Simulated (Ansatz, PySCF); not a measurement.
C2HBF2, SMILES C#CB(F)F.

The structure is a stationary point at PBE0-D3(BJ)/def2-SVP.

Vertical ionisation energy (IE) and electron affinity (EA) in eV. Rows of orbital energies are one-electron estimates. Where ΔSCF, EOM or ADC give a negative EA the extra electron is unbound and the value depends on the basis.

```
level                                                                        IE          EA
-------------------------------------------------------------------  ----------  ----------
−ε(HOMO), −ε(LUMO), CAM-B3LYP/def2-TZVPD (PySCF)                     (withheld)  (withheld)
ΔSCF, PBE0/def2-SVPD (Ansatz), final states of multiplicity 2 and 2       11.57       -0.51
```

**Question.** Complete the blanks. (The exact figures need the calculation; the answer reports its results.)

**Answer.** 
- −ε(HOMO), −ε(LUMO), CAM-B3LYP/def2-TZVPD (PySCF), IE: 10.27
- −ε(HOMO), −ε(LUMO), CAM-B3LYP/def2-TZVPD (PySCF), EA: 0.45

**Question.** What vertical singlet–triplet gap does ΔSCF give with PBE0/def2-SVPD (Ansatz, a program for electronic structure)? (The exact figures need the calculation; the answer reports its results.)

**Answer.** 4.57 eV (triplet above singlet where positive).
